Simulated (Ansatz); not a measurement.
Geometry optimisation, Ansatz 0.2.0, RKS PBE/cc-pVDZ.

Input:

```yaml
crystal:
  periodic: [false, false, false]
  atoms:
    - { symbol: Al, position_ang: [-0.236205, 0.551823, 0.146871] }
    - { symbol: F, position_ang: [1.046675, 1.012517, 1.245772] }
    - { symbol: C, position_ang: [0.462001, -1.182719, -0.333734] }
    - { symbol: H, position_ang: [1.303797, -0.983905, 0.337548] }
    - { symbol: O, position_ang: [-1.603861, 1.551413, -0.212691] }
    - { symbol: H, position_ang: [-0.11405, -2.067727, -0.006496] }
    - { symbol: H, position_ang: [0.804373, -1.31372, -1.376792] }
    - { symbol: H, position_ang: [-1.66273, 2.432218, 0.199322] }
basis:
  gaussian: { orbitals: cc-pVDZ }
hamiltonian:
  xc: pbe
relax:
  f_tol: 0.03
  max_steps: 50
output:
  orbitals: {}
```

Run as:

```bash
$ ansatz run input.yaml --threads 2 --pin off --max-ram 3072MiB --backend cpu --events-out ev --progress --plain --runs-dir out
```

Where does it end, and by what steps?

The run converged. After 6 steps the energy has fallen by 0.422 eV; H4 moved furthest, 0.56 Å.

```json
{"step": "0", "energy less start (eV)": "0.0000", "largest force component (eV/Å)": "0.749", "accepted": "yes"}
{"step": "1", "energy less start (eV)": "-0.2361", "largest force component (eV/Å)": "0.756", "accepted": "yes"}
{"step": "2", "energy less start (eV)": "-0.3578", "largest force component (eV/Å)": "0.538", "accepted": "yes"}
{"step": "3", "energy less start (eV)": "-0.4130", "largest force component (eV/Å)": "0.206", "accepted": "yes"}
{"step": "4", "energy less start (eV)": "-0.4206", "largest force component (eV/Å)": "0.107", "accepted": "yes"}
{"step": "5", "energy less start (eV)": "-0.4215", "largest force component (eV/Å)": "0.046", "accepted": "yes"}
{"step": "6", "energy less start (eV)": "-0.4220", "largest force component (eV/Å)": "0.014", "accepted": "yes"}
```

```xyz
8
Properties=species:S:1:pos:R:3
Al -0.015 0.619 0.327
F 0.945 1.493 1.440
C 0.499 -1.158 -0.296
H 1.451 -1.497 0.157
O -1.483 1.353 -0.253
H -0.293 -1.894 -0.048
H 0.611 -1.158 -1.400
H -1.715 2.242 0.074
```

The run took 11 s on 2 threads of Arm Neoverse V1, on a shared host, peak memory 0.14 GiB.
